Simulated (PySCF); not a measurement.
Ionisation of O4Ti2

System: (O4Ti2). Coordinates in Å; atoms count from 1 in this order:
```
O     1.5164    0.0970   -2.0894
Ti    1.2570   -0.0945   -0.5000
O    -0.1604   -1.2266   -0.1811
Ti   -1.2549    0.0959    0.4857
O    -1.5143   -0.0956    2.0751
O     0.1625    1.2279    0.1668
```

Energies: r2SCAN-D3(BJ)/ma-def2-SVP (PySCF, density fitting, integration grid level 3) on PBE-D3(BJ)/def2-SVP structures. The prefix ma- adds one diffuse s and one diffuse p function on all atoms but H. Thermal corrections: GFN2-xTB frequencies, unscaled, ideal gas at 298.15 K and 1 bar, quasi-RRHO entropy. These were taken at the GFN2-xTB minima.

Frontier levels of the parent: HOMO -7.20 eV, LUMO -3.43 eV.

Oxidation to the radical cation:
- Vertical ionisation energy (electronic): 10.01 eV
- Adiabatic ionisation energy (with zero-point energy): 9.78 eV
- Adiabatic, electronic part: 9.80 eV
- Vertical gap at the product's structure: 9.49 eV
- Inner reorganisation energy (four-point): 527 meV
- Relaxation of product / of parent: 210 / 317 meV
- ⟨S²⟩ of the product: 0.789
- Largest spin populations: O1 0.47, O5 0.34, O3 0.28, O6 0.27
- Largest changes of atomic charge: O1 0.24, O5 0.23, O3 0.18, O6 0.17
- Distances that move most (Å): Ti2–Ti4 2.705 → 2.748; O1–Ti2 1.622 → 1.644; O3–Ti4 1.842 → 1.854; Ti2–O3 1.842 → 1.831

Caveats: ma-def2-SVP is a small basis, whose errors can reach tens of kJ/mol; spin-orbit coupling is left out of the energies, which matters for open shells on the heavier atoms.

Run with `OMP_NUM_THREADS=1 python redox_run.py task.json out` on 1 thread of Intel Xeon 6975P-C, a shared host. Structures, frequencies and single points: 18 min of wall time.
